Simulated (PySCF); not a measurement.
**CaIn: frontier orbitals**

PBEsol at R = 3.284 Å; Ca def2-SVP, In def2-SVP with ECP28; scalar-relativistic core potentials (PySCF 2.14). State: ²Π (doublet), unpaired electrons π ↑. Only the outer orbitals are listed, counted within each symmetry, core potentials removing the inner ones.

```tsv
spin	orbital	occ.	ε (eV)	on Ca (%)	main shells (%)
α	1δ	1	-17.93	0	100 In d
α	4π	1	-17.90	0	100 In d
α	1δ	1	-17.84	0	100 In d
α	8σ	1	-17.73	0	100 In d
α	4π	1	-17.73	0	100 In d
α	9σ	1	-8.27	9	91 In s
α	10σ	1	-3.91	67	66 Ca s, 29 In p
α	5π	1	-2.89	28	72 In p, 19 Ca d, 8 Ca p
α	5π	0	-2.76	28	72 In p, 20 Ca d, 8 Ca p
α	11σ	0	-2.46	65	36 In p, 31 Ca s, 20 Ca d
α	2δ	0	-1.50	100	100 Ca d
β	8σ	1	-17.90	0	100 In d
β	4π	1	-17.88	0	100 In d
β	1δ	1	-17.77	0	100 In d
β	4π	1	-17.65	0	100 In d
β	1δ	1	-17.65	0	100 In d
β	9σ	1	-7.77	9	90 In s
β	10σ	1	-3.77	82	81 Ca s, 15 In p
β	5π	0	-2.48	32	67 In p, 24 Ca d, 9 Ca p
β	11σ	0	-2.29	50	49 In p, 21 Ca d, 15 Ca p
β	5π	0	-2.02	39	60 In p, 32 Ca d
```

Q: Which are the highest filled and the lowest empty level, where do they sit, and how wide is the gap?

A: Highest filled α 5π at -2.89 eV (in %: 72 In p, 19 Ca d, 8 Ca p); lowest empty α 5π at -2.76 eV (in %: 72 In p, 20 Ca d, 8 Ca p); the gap at PBEsol is 0.13 eV. Both belong to one degenerate shell, split only by its one-sided filling, so this is no excitation gap.

The bond order (Mayer) is 1.19. The ⟨S²⟩ is 0.805, the charge on Ca (Mulliken, basis-dependent) is 0.05 and the charge on Ca (Löwdin, basis-dependent) is 0.12. The dipole moment (positive dipole means Ca(−)In(+)) is -2.24 D.

Spin–orbit coupling is left out. The state is the lowest determinant that a PBE0 search found; another state may lie lower at other levels.
